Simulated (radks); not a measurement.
The numbers below are computed, except where a source is named.
Q: The oxygen anion O2-, [Ne], held by a Watson sphere: a shell of charge +2 at radius R that stands for the Madelung well of a crystal (potential energy -2/R inside, -2/r outside, in hartree with lengths in bohr). Code: a radial shooting solver on a logarithmic mesh with Libxc functionals. Model: scalar-relativistic Kohn-Sham, LDA (Slater exchange, Perdew-Wang correlation), spin-polarised, spherical densities, finite nucleus; Fermi nuclear charge, rms radius of each element as measured or else 0.836 A^(1/3) + 0.57 fm. Response by self-consistent Sternheimer equations with the Hartree and adiabatic LDA kernel, the relativistic mass of each level held fixed and spin-orbit coupling left out. The sphere does not respond.

R (bohr)  e(1s) (eV)  e(2s) (eV)  e(2p) (eV)  <r> 2p (bohr)  sum of <r^2> (bohr^2)  X-ray form factor at sin(theta)/lambda = 0.3 1/angstrom  alpha (bohr^3)
1.9          -504.65     -22.373      -8.245          1.467                  21.03                                                    4.181           13.26
2.23         -504.55     -20.959      -7.092          1.544                  23.34                                                    4.099           18.37
2.42         -504.41     -20.274      -6.503          1.585                  24.67                                                    4.073           22.08
2.61         -504.23     -19.672      -5.967          1.625                  26.01                                                    4.057           26.46
2.73         -504.11     -19.331      -5.655          1.649                  26.85                                                    4.051           29.61
3.56         -503.27     -17.592      -3.965          1.804                  33.00                                                    4.041           62.59

Estimate the row for R = 3.64 bohr.

A: e(1s) (eV) -503.20; e(2s) (eV) -17.469; e(2p) (eV) -3.838; <r> 2p (bohr) 1.818; sum of <r^2> (bohr^2) 33.63; X-ray form factor at sin(theta)/lambda = 0.3 1/angstrom 4.041; alpha (bohr^3) 67.10.
